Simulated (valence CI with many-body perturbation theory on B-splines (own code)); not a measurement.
From CI to CI+MBPT in Pd⁴⁰⁺

Computed by valence CI with perturbative core correlation (CI+MBPT): four valence electrons over a frozen Dirac-Fock core [He], radial functions for each j: 11 s, 11 p, 9 d, 7 f, 5 g, 2 h, 1 i, with the one-electron correlation potential Σ1 (screened to all orders), the two-electron term Σ2, the three-electron term Σ3, Breit, model QED; selected single and double excitations, second order for the rest (own B-spline code, finite nucleus).

The last digits are not significant, and no measured levels were compared; by estimate large intervals hold to a few tenths of a per cent, small ones and those within an open d or f shell to about a per cent. Among the levels kept, up to 280 cm⁻¹ of a level comes from second order outside the variational space, and about a tenth of that is noise between levels of different J, which matters for small intervals.

Each rung adds one term. CI alone is the Dirac-Coulomb CI over the frozen core; QED comes last and gives the full result, which names the levels. Energies are above (2s^2 2p1/2^2) J=0 on the same rung, in eV.

Levels are named by their leading jj configuration (3d3/2^4 stands for four electrons in 3d with j = 3/2), which in mixed levels can hold well under half, so a name can repeat and another be missing. Letters in brackets count levels of one name in rising energy.

```
                     Level  CI alone    + Σ1    + Σ2    + Σ3  + Breit    Full
    (2s^2 2p1/2 2p3/2) J=1     161.6   161.7   161.6   161.7    158.3   158.7
    (2s^2 2p1/2 2p3/2) J=2     177.1   177.1   177.1   177.1    171.9   172.3
    (2s 2p1/2^2 2p3/2) J=2     309.2   309.1   308.9   308.9    307.6   304.6
        (2s^2 2p3/2^2) J=2     347.6   347.7   347.7   347.7    340.1   340.8
    (2s 2p1/2^2 2p3/2) J=1     360.7   360.5   360.3   360.2    359.7   356.7
        (2s^2 2p3/2^2) J=0     378.3   378.5   378.5   378.5    372.8   373.5
(2s 2p1/2 2p3/2^2) J=2 [a]     462.3   462.2   462.1   462.1    458.4   455.7
    (2s 2p1/2 2p3/2^2) J=3     493.7   493.6   493.4   493.4    486.8   484.2
    (2s 2p1/2 2p3/2^2) J=0     519.0   518.9   518.8   518.8    516.3   513.6
(2s 2p1/2 2p3/2^2) J=1 [a]     531.5   531.4   531.1   531.0    527.4   524.7
(2s 2p1/2 2p3/2^2) J=2 [b]     543.2   543.1   542.8   542.7    537.3   534.6
(2s 2p1/2 2p3/2^2) J=1 [b]     546.2   546.1   545.8   545.7    542.3   539.6
          (2s 2p3/2^3) J=2     685.7   685.7   685.5   685.5    678.3   676.0
     (2p1/2^2 2p3/2^2) J=2     704.8   704.5   703.9   703.8    702.6   696.6
          (2s 2p3/2^3) J=1     732.0   732.0   731.7   731.5    724.8   722.4
     (2p1/2^2 2p3/2^2) J=0     738.7   738.4   737.9   737.7    738.5   732.5
       (2p1/2 2p3/2^3) J=1     872.7   872.5   872.0   871.8    868.5   862.8
       (2p1/2 2p3/2^3) J=2     889.2   888.9   888.4   888.3    883.3   877.5
             (2p3/2^4) J=0    1074.9  1074.8  1074.3  1074.2   1068.1  1062.7
       (2s^2 2p1/2 3s) J=0    3512.7  3513.1  3513.1  3513.0   3506.4  3507.5
       (2s^2 2p1/2 3s) J=1    3515.3  3515.7  3515.6  3515.6   3508.7  3509.9
    (2s^2 2p1/2 3p1/2) J=1    3558.8  3559.1  3559.1  3559.0   3553.1  3553.3
    (2s^2 2p1/2 3p1/2) J=0    3581.7  3582.0  3581.9  3581.8   3576.5  3576.6
    (2s^2 2p1/2 3p3/2) J=1    3614.7  3615.0  3615.0  3614.9   3608.7  3608.7
    (2s^2 2p1/2 3p3/2) J=2    3620.0  3620.4  3620.3  3620.2   3613.2  3613.5
       (2s 2p1/2^2 3s) J=1    3648.6  3648.7  3648.6  3648.5   3645.0  3643.0
    (2s^2 2p1/2 3d3/2) J=2    3659.1  3659.5  3659.4  3659.4   3652.2  3652.4
       (2s 2p1/2^2 3s) J=0    3664.5  3664.7  3664.6  3664.5   3661.6  3659.3
    (2s^2 2p1/2 3d3/2) J=1    3674.4  3674.7  3674.7  3674.6   3667.3  3667.3
    (2s^2 2p1/2 3d5/2) J=2    3681.0  3681.3  3681.3  3681.2   3673.3  3673.6
    (2s^2 2p1/2 3d5/2) J=3    3684.5  3684.8  3684.8  3684.7   3677.0  3677.2
```

Question: How does the ionisation energy move along the ladder, and which term matters most?

Answer: CI alone 6259.9, + Σ1 6260.2, + Σ2 6260.2, + Σ3 6260.1, + Breit 6252.3, + QED 6252.6 eV. The largest step is Breit, -7.8 eV. NIST lists 6242 ± 7 eV (semi-empirical).
